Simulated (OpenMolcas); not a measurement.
Nb4+ (d1) in a complex was computed by CASSCF with the d shell active (OpenMolcas, ANO-RCC-VTZP on the metal). Its lowest spin-free states, and all those of the highest spin:

```
2S+1  Degeneracy  E (cm-1)
   2           1       0.0
   2           2      4879
   2           2     16090
```

Task: Is the site octahedral, tetrahedral or cube-like, axial, or of lower symmetry?

Result: The states with 2S+1 = 2 have orbital degeneracies 1, 2, 2. There are pairs but no triples, so the site is axial: not cubic, but with a proper or improper axis of order three or more. The run had Nb4+ with 6 ligands (bromide) in trigonal prismatic coordination (D3h) at 2.59 Å, a polar angle of 55.5° against the regular 49.1°. A charge of +0.333 e stands 2.4 Å behind each ligand. Ligand basis ANO-RCC-VDZP.

The least metal-like active orbital is 72 % on the metal (Löwdin) and no ligand orbital is active, so the numbers are rough. With metal d orbitals alone the field can be off either way by tens of per cent. Ligand-to-metal charge-transfer states are missing. No measured value stands beside these numbers; the geometry was imposed, not optimised, and the real ion may take another.
